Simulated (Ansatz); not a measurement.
Program: Ansatz. Geometries: PBE0-D4/def2-TZVP. ΔE: electronic, gas phase. CCSD(T)/CBS adds triple-zeta CCSD(T) − MP2 to the extrapolated MP2 energy (def2 sets, frozen cores). Functionals use def2-TZVPP. B3LYP here is the variant with VWN-RPA as its local correlation; programs differ in this. def2 core potentials past Kr. For Sn outer-core shells are correlated without core-valence functions, which leaves a few kJ/mol of doubt a bond. Each species was taken in one conformer, which may not be the lowest.

`OBCF` + `C[SiH2][SnH2][F]` → `C[SiH2]BO` + `F[CH2][SnH2][F]`  (redistribution)

Question: Is it downhill or uphill in electronic energy at CCSD(T)/CBS, and by how much? (An estimate is asked.)

Answer: The calculation gave: Uphill: ΔE = +86.8 kJ/mol.

Question: What do these levels give: PBE-D4, B2PLYP, PBE0, B3LYP, MP2/def2-TZVPP, HF/def2-QZVPP? (Best estimate.)

Answer: Ansatz gave: PBE-D4 86.5, B2PLYP 88.1, PBE0 90.8, B3LYP 88.6, MP2/def2-TZVPP 87.7, HF/def2-QZVPP 94.4 kJ/mol.

Largest T1 diagnostic among the species: 0.013.

In def2-TZVPP, CCSD(T) changes the Hartree–Fock value by −11.3 kJ/mol (the triples alone add −2.0 kJ/mol) and MP2 by −7.0 kJ/mol. From PBE to PBE0 (25 % exact exchange), in def2-TZVPP and without D4, ΔE moves by +4.8 kJ/mol.
